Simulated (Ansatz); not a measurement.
Reactions of F2H5NO2Si2 (`O[Si](O)(F)N[SiH2]F`).

Computed with Ansatz on PBE0-D4/def2-TZVP structures; ΔE is electronic, products minus reactants. CCSD(T)/CBS is the MP2 limit (def2-TZVPP, def2-QZVPP) plus CCSD(T) − MP2 in def2-TZVPP, frozen cores. This one scheme is used for every species, atoms too. Functionals use def2-TZVPP. No spin–orbit coupling; open shells (•) take unrestricted orbitals. Spin–orbit coupling would lower the free atoms: a little for F, O, Si. For Se outer-core shells are correlated without core-valence functions, so the limit isn't a true one: a few kJ/mol of doubt a bond, and 10 to 20 or more in all where bonds break to atoms. Scalar relativity is left out up to krypton. Each species was taken in one conformer, which may not be the lowest.

| reaction | r2SCAN-D4 (kJ/mol) | ωB97M-V (kJ/mol) | CCSD(T)/CBS(def2) (kJ/mol) |
| --- | --- | --- | --- |
| `O[Si](O)(F)N[SiH2]F` + H₂O → `O[Si](O)(O)F` + `N[SiH2]F` | -39 | -37 | -34 |
| `O[Si](O)(F)N[SiH2]F` + `O[SiH3]` → `O[Si](O)(F)O[SiH3]` + `N[SiH2]F` | -56 | -55 | -57 |
| `O[Si](O)(F)N[SiH2]F` + H₂Se → `O[Si](O)(F)[SeH]` + `N[SiH2]F` | 19 | 22 | 21 |
| `O[Si](O)(F)N[SiH2]F` + `O[SiH](O)O` → `O[SiH](O)O[SiH2]F` + `N[Si](O)(O)F` | -50 | -48 | -51 |
| `O[Si](O)(F)N[SiH2]F` → `N[Si](O)(O)F` + `F[SiH]` | 298 | 273 | 282 |
| `O[Si](O)(F)N[SiH2]F` → 2 F• + 5 H• + N• + 2 O• + 2 Si• | 4839 | 4864 | 4880 |
| `O[Si](O)(F)N[SiH2]F` + H₂ → `O[SiH](F)N[SiH2]F` + H₂O | 109 | 104 | 100 |
| `O[Si](O)(F)N[SiH2]F` + `OCF` → `FCO[SiH2]F` + `N[Si](O)(O)F` | -25 | -25 | -25 |
| `O[Si](O)(F)N[SiH2]F` + H₂ → `O[SiH](O)N[SiH2]F` + H–F | 152 | 146 | 142 |
| `O[Si](O)(F)N[SiH2]F` + HCl → `O[Si](O)(F)Cl` + `N[SiH2]F` | -24 | -22 | -19 |

Largest T1 diagnostic: 0.015, for `F[SiH]`.
